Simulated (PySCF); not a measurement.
Mo(NH)2(OH)2 (H₄MoN₂O₂), SMILES [NH]=[Mo](=[NH])([OH])[OH], multiplicity 1.

Geometry optimised at PBE-D3(BJ)/def2-SVP. The spin state was assumed, not searched. The def2 effective core potentials stand for the cores of Mo; spin–orbit coupling is left out. Other conformers were not sampled.

Method: PBE-D3(BJ)/def2-SVP (PySCF).

Frequencies are harmonic and unscaled.

```json
[
 {"mode": "1", "ν (cm⁻¹)": "187", "IR (km/mol)": "8.4", "moving atoms (share of kinetic energy)": "O 60 %, H 26 %, Mo 11 %"},
 {"mode": "2", "ν (cm⁻¹)": "227", "IR (km/mol)": "44.7", "moving atoms (share of kinetic energy)": "O 47 %, N 33 %, H 21 %"},
 {"mode": "3", "ν (cm⁻¹)": "232", "IR (km/mol)": "0.5", "moving atoms (share of kinetic energy)": "N 32 %, H 26 %, O 25 %, Mo 17 %"},
 {"mode": "4", "ν (cm⁻¹)": "245", "IR (km/mol)": "7.9", "moving atoms (share of kinetic energy)": "O 38 %, N 28 %, Mo 19 %, H 14 %"},
 {"mode": "5", "ν (cm⁻¹)": "265", "IR (km/mol)": "8.5", "moving atoms (share of kinetic energy)": "N 56 %, H 30 %, O 9 %"},
 {"mode": "6", "ν (cm⁻¹)": "277", "IR (km/mol)": "190.5", "moving atoms (share of kinetic energy)": "H 87 %, N 8 %"},
 {"mode": "7", "ν (cm⁻¹)": "323", "IR (km/mol)": "34.5", "moving atoms (share of kinetic energy)": "H 69 %, N 18 %, O 11 %"},
 {"mode": "8", "ν (cm⁻¹)": "394", "IR (km/mol)": "151.1", "moving atoms (share of kinetic energy)": "H 88 %, N 8 %"},
 {"mode": "9", "ν (cm⁻¹)": "530", "IR (km/mol)": "216.6", "moving atoms (share of kinetic energy)": "H 73 %, N 23 %"},
 {"mode": "10", "ν (cm⁻¹)": "571", "IR (km/mol)": "0.1", "moving atoms (share of kinetic energy)": "H 83 %, N 15 %"},
 {"mode": "11", "ν (cm⁻¹)": "652", "IR (km/mol)": "226.5", "moving atoms (share of kinetic energy)": "O 58 %, H 33 %, Mo 8 %"},
 {"mode": "12", "ν (cm⁻¹)": "662", "IR (km/mol)": "147.9", "moving atoms (share of kinetic energy)": "O 79 %, H 12 %"},
 {"mode": "13", "ν (cm⁻¹)": "678", "IR (km/mol)": "78.6", "moving atoms (share of kinetic energy)": "H 83 %, O 9 %"},
 {"mode": "14", "ν (cm⁻¹)": "728", "IR (km/mol)": "9.7", "moving atoms (share of kinetic energy)": "H 69 %, N 21 %"},
 {"mode": "15", "ν (cm⁻¹)": "737", "IR (km/mol)": "31.1", "moving atoms (share of kinetic energy)": "H 54 %, O 25 %, Mo 16 %"},
 {"mode": "16", "ν (cm⁻¹)": "967", "IR (km/mol)": "131.0", "moving atoms (share of kinetic energy)": "N 72 %, Mo 19 %, H 8 %"},
 {"mode": "17", "ν (cm⁻¹)": "984", "IR (km/mol)": "43.2", "moving atoms (share of kinetic energy)": "N 82 %, Mo 11 %"},
 {"mode": "18", "ν (cm⁻¹)": "3516", "IR (km/mol)": "98.6", "moving atoms (share of kinetic energy)": "H 93 %"},
 {"mode": "19", "ν (cm⁻¹)": "3518", "IR (km/mol)": "123.5", "moving atoms (share of kinetic energy)": "H 92 %"},
 {"mode": "20", "ν (cm⁻¹)": "3733", "IR (km/mol)": "233.6", "moving atoms (share of kinetic energy)": "H 94 %"},
 {"mode": "21", "ν (cm⁻¹)": "3736", "IR (km/mol)": "50.8", "moving atoms (share of kinetic energy)": "H 94 %"}
]
```
